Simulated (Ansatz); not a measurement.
One change: `[F][Zr]([F])([F])[F]` becomes `[F][Ti]([F])([F])[F]`.

Ansatz, PBE0-D4/def2-TZVP geometries, multiplicity 1. 

Elements past krypton have def2 core potentials. Scalar relativity is left out up to krypton.

```tsv
property	`[F][Zr]([F])([F])[F]`
HOMO–LUMO gap (PBE/def2-TZVPP) / eV	8.03
HOMO energy (B3LYP/def2-TZVPP) / eV	-11.90
LUMO energy (PBE/def2-TZVPP) / eV	-2.11
HOMO–LUMO gap (PBE0/def2-TZVPP) / eV	10.99
ideal-gas entropy at 298 K and 1 bar (rigid rotor, harmonic PBE0-D4/def2-TZVP) / J/(mol·K)	322
zero-point energy (PBE0-D4/def2-TZVP) / kJ/mol	21.5
```

**Question.** What does the change do to each property? (An estimate is asked.)

**Answer.** Computed: 
```
                                                                                  property  `[F][Ti]([F])([F])[F]`  shift
                                                       HOMO–LUMO gap (PBE/def2-TZVPP) / eV                    6.42  -1.61
                                                       HOMO energy (B3LYP/def2-TZVPP) / eV                  -12.22  -0.32
                                                         LUMO energy (PBE/def2-TZVPP) / eV                   -4.01  -1.90
                                                      HOMO–LUMO gap (PBE0/def2-TZVPP) / eV                    9.42  -1.57
ideal-gas entropy at 298 K and 1 bar (rigid rotor, harmonic PBE0-D4/def2-TZVP) / J/(mol·K)                     306    -16
                                            zero-point energy (PBE0-D4/def2-TZVP) / kJ/mol                    25.2    3.7
```

With PBE0 the HOMO falls by 0.32 eV and the LUMO falls by 1.89 eV, so the gap narrows by about 1.57 eV. PBE moves the HOMO by -0.28 eV and ωB97M-V by -0.29 eV.

B3LYP here is the variant with VWN-RPA as its local correlation; programs differ in this.
